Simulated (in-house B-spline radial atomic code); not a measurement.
The numbers below are computed, except where a source is named.
## Stopping and range of 5 keV Cl in InSb

The pair potential comes from two frozen, spherical free-atom densities (PBE, B-spline radial code, scalar-relativistic past argon): electrostatics plus the change in Thomas-Fermi kinetic and Dirac exchange energy where they overlap, the recipe behind the universal ZBL potential, which averages such potentials (from solid-state densities) over many pairs. It is written V = (Z1 Z2 e²/r) φ(r/a), with e² = 14.3996 eV·Å and a = 0.46850 Å/(Z1^0.23 + Z2^0.23); ZBL's fit is φ = 0.18175 e^(−3.1998x) + 0.50986 e^(−0.94229x) + 0.28022 e^(−0.4029x) + 0.02817 e^(−0.20162x). Where φ falls below 4e-4 it is continued as an exponential.

The target is taken as amorphous, with density 5.77 g/cm³ (NSM archive of the Ioffe Institute); channelling is ignored. Masses: Cl 35.45, In 114.82, Sb 121.76 u. Nuclear stopping is S_n = 4π a Z1 Z2 e² M1/(M1 + M2) × s_n(ε), with s_n integrated over impact parameters for each pair. Electronic stopping is Lindhard and Scharff's S_e = Z1^(1/6) 8π e² a0 Z1 Z2/(Z1^(2/3) + Z2^(2/3))^(3/2) × v/v0, with a0 = 0.529177 Å and v = v0 at 24.801 keV/u; it misses the oscillations with Z1 seen in experiment, which reach tens of per cent. Compounds add by atom fraction.

| target atom | a (Å) | ε at this energy | s_n, this pair | s_n, ZBL potential |
| --- | --- | --- | --- | --- |
| In | 0.10730 | 0.03418 | 0.2592 | 0.2483 |
| Sb | 0.10675 | 0.03311 | 0.2575 | 0.2461 |

What are the atom density and the stopping powers at entry?

N = 5.77 × 0.602214/118.29 = 0.02938 atoms/Å³. For In: S_n = 3815 × 0.2592 = 988.9 eV·Å², S_e = 3.0497 × √5000 = 215.6 eV·Å². For Sb: S_n = 3776 × 0.2575 = 972.4 eV·Å², S_e = 3.0899 × √5000 = 218.5 eV·Å². Averaged over the target's atoms (half each) and times N × 10 Å/nm, the ion loses N S_n = 288 eV/nm to recoils and N S_e = 63.8 eV/nm to electrons; the nuclear share is 82 %.

Along the track:

```tsv
E (keV)	N S_n (eV/nm)	N S_e (eV/nm)
0.25	85.5	14.3
0.75	144	24.7
1.5	193	34.9
2.5	232	45.1
3.75	265	55.2
5	288	63.8
```

Estimate the path length and the projected range.

With continuous slowing down the path is the integral of dE/(N (S_n + S_e)). Trapezoids over the table give 19.8 nm, and the stretch below the first row, with stopping taken as √E, adds 2E/(N S) = 5 nm: 24.8 nm in all, against 24 nm on a fine grid from 5 eV. Deflections shorten the depth: to first order in the energy passed on, N (S_n + S_e) dR_p/dE = 1 − N S_n (M2/M1) R_p/(2E), summed over the target's atoms, and integrating this on the fine grid gives R_p = 6.99 nm, 0.29 of the path. Lindhard's rule of thumb R/(1 + M2/3M1), with mean M2/M1 = 3.34, gives 11.3 nm; it is meant for M2/M1 below about 2. On the ZBL potential the same equation gives 7.31 nm, and the full integral equation, which keeps hard collisions, 7.6 nm.
